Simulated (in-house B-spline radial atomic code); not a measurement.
Configurations of Rh⁸⁺, with energies counted from [Kr] 4d1. Computed with a B-spline radial code for spherical atoms: Dirac-Hartree-Fock, average of configuration, Fermi nucleus of rms radius 4.4945 fm. Energies include first-order Breit, QED and recoil terms.

Occupations are held fixed; configurations that lie above the ionisation limit could autoionise.

```csv
configuration,E - E(ref) (eV),highest orbital,its <r> (bohr)
[Kr] 5d1,65.231,5d5/2,2.418
[Kr] 6s1,76.018,6s1/2,3.219
[Kr] 7s1,95.698,7s1/2,4.854
[Kr] 6f1,99.675,6f7/2,4.686
[Kr] 8s1,106.75,8s1/2,6.821
[Ar] 3d10 4s2 4p5 4d1 7s1,149.43,7s1/2,4.848
[Ar] 3d10 4s2 4p5 4d1 6f1,153.34,6f7/2,4.671
```

Problem. Order these further configurations by energy, lowest first.
A. [Kr] 7p1
B. [Kr] 5f1
C. [Kr] 8p1
D. [Kr] 8g1
E. [Kr] 7f1

Solution. B (83.731 eV), A (98.722 eV), C (108.59 eV), E (109.09 eV), D (116.39 eV).

Problem. How far above the reference does [Ar] 3d10 4s2 4p5 4d1 5f1 lie?

Solution. 137.27 eV; its least bound orbital is 5f7/2 with <r> = 2.941 bohr.

Problem. How far above the reference does [Kr] 6d1 lie?

Solution. 90.34 eV; its least bound orbital is 6d5/2 with <r> = 3.951 bohr.

Problem. How far above the reference does [Ar] 3d10 4s2 4p5 4d1 6s1 lie?

Solution. 129.7 eV; its least bound orbital is 6s1/2 with <r> = 3.214 bohr.
